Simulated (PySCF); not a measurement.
## Vertical excitation energies

Species: C₂H₈OSi₂.
Atom-mapped SMILES: `[CH2:1]1[CH2:2][SiH2:3][O:4][SiH2:5]1` (hydrogens: H6, H7 on C1; H8, H9 on C2; H10, H11 on Si3; H12, H13 on Si5)

Level of theory: TDDFT B3LYP/def2-SVPD, vertical, gas phase, core orbitals frozen in the response in PySCF. Isolated species at its GFN2-xTB geometry (one conformer only).

```csv
state,λ (nm),E (eV),f,|μ| (D),"main configurations (H = HOMO, L = LUMO)"
S1,181.4,6.84,0.0050,0.44,H→L (97%)
S2,174.2,7.12,0.0080,0.54,H-1→L (92%)
S3,170.5,7.27,0.0026,0.30,H→L+1 (93%)
S4,170.2,7.29,0.010,0.60,"H-2→L (64%), H→L+2 (33%)"
S5,166.7,7.44,0.019,0.82,"H→L+2 (62%), H-2→L (32%)"
S6,163.3,7.59,0.035,1.10,H-1→L+1 (94%)
S7,161.3,7.69,0.032,1.05,H-1→L+2 (84%)
S8,159.6,7.77,0.0021,0.27,H-2→L+1 (91%)
```

Triplets, Tamm–Dancoff:

| state | E (eV) | λ (nm) | main configurations (H = HOMO, L = LUMO) |
| --- | --- | --- | --- |
| T1 | 6.61 | 187.7 | H→L (88%) |
| T2 | 6.85 | 180.9 | H-1→L (86%) |
| T3 | 6.92 | 179.2 | H→L+2 (49%), H-2→L (38%) |

The lowest singlet lies at 6.84 eV (181 nm, vacuum ultraviolet) and is weak; its leading configuration is HOMO→LUMO (97%). The strongest level in the table is S6 at 7.59 eV (163 nm, f = 0.035). Löwdin shares by element: HOMO carbon 33%, oxygen 16%, silicon 13% or more (atoms not listed hold the other 38%); LUMO silicon 45%, oxygen 10%, hydrogen 6% or more (atoms not listed hold the other 39%). The listed states span 0.93 eV, and the widest gap between neighbours is 0.28 eV (S1 to S2). Of the 8 states listed, 3 reach f = 0.01 and none stays under 0.0005. The oscillator strengths of these states sum to 0.113; summed over the whole spectrum of an exact calculation they would give the number of electrons, 56 (Thomas–Reiche–Kuhn). The window holds the lowest 8 singlets.
